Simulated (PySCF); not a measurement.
Structure from NMR data

An unknown has the formula C4H9FSi. Its calculated NMR data are:

¹H NMR (300 MHz, computed): δ 6.12 (m, 1H), 5.45 (m, 2H), 4.17 (s, 3H), 2.08 (s, 3H).

¹³C{¹H} NMR (computed): δ 143.4, 134.6, 89.1, 31.2.

- shielding tensors at PBE0/pcSseg-1 (GIAO)
- geometry from GFN2-xTB
- program: PySCF 2.14
- relativity neglected, isolated molecule, equivalent nuclei averaged, one computed conformer

Chemical shifts δ = σref − σ; TMS for ¹H (σ = 31.72 ppm) and ¹³C (σ = 186.93 ppm), all at this level.

Deduce the structure.

Answers


- The formula gives 1 degree of unsaturation (no ring in the answer).
- 4 carbon signals for 4 carbons: no two carbons are equivalent.
- Carbon types of the structure: 1 × C, 1 × CH, 1 × CH2, 1 × CH3, leaving 3 H on heteroatoms.
- δC 143.4: alkene CH; as expected for a trigonal carbon in a double bond.
- δC 134.6: fully substituted alkene carbon; an sp2 carbon of a C=C bond.
- δC 89.1: allylic sp3 CH2 bonded to F; the inductive effect lowers its shielding.
- δC 31.2: allylic methyl carbon; a saturated carbon with 1 carbon neighbour and no heteroatom attached.
- δH 6.12: hydrogen on an alkene CH; a vinylic proton, deshielded by the sp2 carbon and the C=C anisotropy.
- δH 5.45: hydrogen on an allylic sp3 CH2 bonded to F; its carbon carries F, hence the downfield position.
- δH 2.08: hydrogen on an allylic methyl carbon; allylic position.

These data were computed for `C/C([SiH3])=C/CF`.

This is the structure that produced the data.

Splittings by ¹⁹F in the carbon and heteronuclear signals aren't shown, as no couplings were computed. Shifts are as computed. Against solution values, carbons near 30 ppm lie about +3 ppm off and those near 130 ppm about +5 ppm. Of 1211 compounds with measured shifts, 218 miss one by over three times the rms of a fit or turn the order of signals round; such compounds aren't used in these exercises. Multiplicities follow the n + 1 count of equivalent neighbours, as no J values were calculated; m marks all less simple cases, F and P coupling included.
